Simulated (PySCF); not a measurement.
**UHF on Fe (iron, neutral)**

Configuration: [Ar] 3d6 4s2, high-spin 5D determinant. Calculation: PySCF 2.14, in cc-pVTZ-DK; the spin-free X2C one-electron Hamiltonian (Gaussian nucleus).

```
Total energy                                                  : -1271.347272 hartree
One-electron energy                                           : -1756.0477 hartree
Hartree (Coulomb) energy                                      : 539.6830 hartree
Exchange energy                                               : -54.9826 hartree
⟨S²⟩                                                          : 6.0166
⟨L²⟩                                                          : 6.018
Sum of ⟨r⟩                                                    : 21.79 bohr
Sum of ⟨r²⟩                                                   : 40.77 bohr²
Traceless quadrupole moment −½Σ⟨3z² − r²⟩ along its main axis : 0.261 e·bohr²
Langevin diamagnetic susceptibility                           : -32.3 ×10⁻⁶ cm³/mol
Time after the integrals                                      : 0.89 s of wall time on 1 thread of Neoverse-N1 (shared host)
```

| shell | electrons | mean orbital energy (eV) | spread (eV) | rms radius, mean of both spins (bohr) |
| --- | --- | --- | --- | --- |
| 1s α | 1 | -7174.9 | 0 | 0.0675 |
| 1s β | 1 | -7174.9 | 0 | 0.0675 |
| 2s α | 1 | -884.26 | 0 | 0.288 |
| 2s β | 1 | -881.01 | 0 | 0.288 |
| 2p α | 3 | -750.04 | 0.894 | 0.260 |
| 2p β | 3 | -746.81 | 0.003 | 0.260 |
| 3s α | 1 | -120.47 | 0 | 0.871 |
| 3s β | 1 | -110.83 | 0 | 0.871 |
| 3p α | 3 | -80.850 | 2.008 | 0.936 |
| 3p β | 3 | -69.248 | 1.483 | 0.936 |
| 3d α | 5 | -18.306 | 2.357 | 1.23 |
| 3d β | 1 | -12.696 | 0 | 1.23 |
| 4s α | 1 | -7.670 | 0 | 3.48 |
| 4s β | 1 | -6.655 | 0 | 3.48 |

Densities and radii are taken from the X2C orbitals without a picture-change correction, which distorts them close to the nucleus.
